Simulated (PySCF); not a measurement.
## MgTe: script and output

File input.py (PySCF 2.14):

```python
from pyscf import gto, scf
from pyscf.geomopt.geometric_solver import optimize

mol = gto.M(
    atom='Mg 0 0 0; Te 0 0 2.488',
    basis='sbkjc',
    ecp={'Mg': 'sbkjc', 'Te': 'sbkjc'},
    charge=0,
    spin=0,
    verbose=3,
)
mf = scf.RHF(mol)
mf.kernel()
mol_eq = optimize(mf, maxsteps=30)
print('optimised geometry (angstrom)')
print(mol_eq.tostring('raw'))
print('orbital energies (hartree):', mf.mo_energy[..., max(0, mol.nelec[1]-3):mol.nelec[0]+3].round(4))
```

```bash
$ python input.py
```

Output:

```
converged SCF energy = -8.63002553517064
input.py

Current date and time:

#|     Arguments passed to driver run_optimizer():      |#
customengine              <pyscf.geomopt.geometric_solver.PySCFEngine object>
logIni                    <dir>
maxiter                   30
----------------------------------------------------------
Custom engine selected.
Bonds will be generated from interatomic distances less than 1.20 times sum of covalent radii
6 internal coordinates being used (instead of 6 Cartesians)
Internal coordinate system (atoms numbered from 1):
Distance 1-2
Translation-X 1-2
Translation-Y 1-2
Translation-Z 1-2
Rotation-A 1-2
Rotation-B 1-2
Rotation-C 1-2
<class 'geometric.internal.Distance'> : 1
<class 'geometric.internal.TranslationX'> : 1
<class 'geometric.internal.TranslationY'> : 1
<class 'geometric.internal.TranslationZ'> : 1
<class 'geometric.internal.RotationA'> : 1
<class 'geometric.internal.RotationB'> : 1
<class 'geometric.internal.RotationC'> : 1
> ===== Optimization Info: ====
> Job type: Energy minimization
> Maximum number of optimization cycles: 30
> Initial / maximum trust radius (Angstrom): 0.100 / 0.300
> Convergence Criteria:
> Will converge when all 5 criteria are reached:
>  |Delta-E| < 1.00e-06
>  RMS-Grad  < 3.00e-04
>  Max-Grad  < 4.50e-04
>  RMS-Disp  < 1.20e-03
>  Max-Disp  < 1.80e-03
> === End Optimization Info ===

Geometry optimization cycle 1
Cartesian coordinates (Angstrom)
 Atom        New coordinates             dX        dY        dZ
  Mg   0.000000   0.000000   0.000000    0.000000  0.000000  0.000000
  Te   0.000000   0.000000   2.488000    0.000000  0.000000  0.000000

WARN: Mole.unit (angstrom) is changed to Bohr

converged SCF energy = -8.63002553517217
--------------- RHF_Scanner gradients ---------------
         x                y                z
0 Mg    -0.0000000000     0.0000000000     0.0124046525
1 Te     0.0000000000    -0.0000000000    -0.0124046525
----------------------------------------------
cycle 1: E = -8.63002553517  dE = -8.63003  norm(grad) = 0.0175428
Step    0 : Gradient = 1.240e-02/1.240e-02 (rms/max) Energy = -8.6300255352
Hessian Eigenvalues: 5.00000e-02 5.00000e-02 5.00000e-02 ... 5.00000e-02 5.00000e-02 9.49250e-02

Geometry optimization cycle 2
Cartesian coordinates (Angstrom)
 Atom        New coordinates             dX        dY        dZ
  Mg   0.000000  -0.000000  -0.034576    0.000000 -0.000000 -0.034576
  Te  -0.000000   0.000000   2.522576   -0.000000  0.000000  0.034576
converged SCF energy = -8.63089901832795
--------------- RHF_Scanner gradients ---------------
         x                y                z
0 Mg    -0.0000000000    -0.0000000000     0.0014797745
1 Te     0.0000000000     0.0000000000    -0.0014797745
----------------------------------------------
cycle 2: E = -8.63089901833  dE = -0.000873483  norm(grad) = 0.00209272
Step    1 : Displace = 3.458e-02/3.458e-02 (rms/max) Trust = 1.000e-01 (=) Grad = 1.480e-03/1.480e-03 (rms/max) E (change) = -8.6308990183 (-8.735e-04) Quality = 1.078
Hessian Eigenvalues: 5.00000e-02 5.00000e-02 5.00000e-02 ... 5.00000e-02 5.00000e-02 8.36012e-02

Geometry optimization cycle 3
Cartesian coordinates (Angstrom)
 Atom        New coordinates             dX        dY        dZ
  Mg   0.000000  -0.000000  -0.039259    0.000000  0.000000 -0.004683
  Te  -0.000000   0.000000   2.527259   -0.000000 -0.000000  0.004683
converged SCF energy = -8.63091406275949
--------------- RHF_Scanner gradients ---------------
         x                y                z
0 Mg     0.0000000000    -0.0000000000     0.0002285142
1 Te    -0.0000000000     0.0000000000    -0.0002285142
----------------------------------------------
cycle 3: E = -8.63091406276  dE = -1.50444e-05  norm(grad) = 0.000323168
Step    2 : Displace = 4.683e-03/4.683e-03 (rms/max) Trust = 1.414e-01 (+) Grad = 2.285e-04/2.285e-04 (rms/max) E (change) = -8.6309140628 (-1.504e-05) Quality = 1.149
Hessian Eigenvalues: 5.00000e-02 5.00000e-02 5.00000e-02 ... 5.00000e-02 5.00000e-02 7.06911e-02

Geometry optimization cycle 4
Cartesian coordinates (Angstrom)
 Atom        New coordinates             dX        dY        dZ
  Mg   0.000000   0.000000  -0.040115   -0.000000  0.000000 -0.000855
  Te  -0.000000  -0.000000   2.528115    0.000000 -0.000000  0.000855
converged SCF energy = -8.63091444063556
--------------- RHF_Scanner gradients ---------------
         x                y                z
0 Mg     0.0000000000     0.0000000000     0.0000054972
1 Te    -0.0000000000    -0.0000000000    -0.0000054972
----------------------------------------------
cycle 4: E = -8.63091444064  dE = -3.77876e-07  norm(grad) = 7.7742e-06
Step    3 : Displace = 8.553e-04/8.553e-04 (rms/max) Trust = 2.000e-01 (+) Grad = 5.497e-06/5.497e-06 (rms/max) E (change) = -8.6309144406 (-3.779e-07) Quality = 1.023
Hessian Eigenvalues: 5.00000e-02 5.00000e-02 5.00000e-02 ... 5.00000e-02 5.00000e-02 7.06911e-02
Converged! =D

    #| If this code has benefited your research, please support us by citing: |#
    #| Wang, L.-P.; Song, C.C. (2016) "Geometry optimization made simple with |#
    #| translation and rotation coordinates", J. Chem, Phys. 144, 214108.     |#
    #|                                     |#
optimised geometry (angstrom)
Mg          0.00000000        0.00000000       -0.04011466
Te         -0.00000000       -0.00000000        2.52811466
orbital energies (hartree): [-0.3288 -0.27   -0.27   -0.0603  0.0264  0.0264]
```

In short: E(SCF) = -8.630026 Eh, all at the start geometry; optimised bond 2.568 Å with E = -8.630914 Eh after 4 steps.

Wall time 1.7 s on one thread of a shared host.

The last line lists the levels of the start geometry. Stability towards an unrestricted solution was not tested.
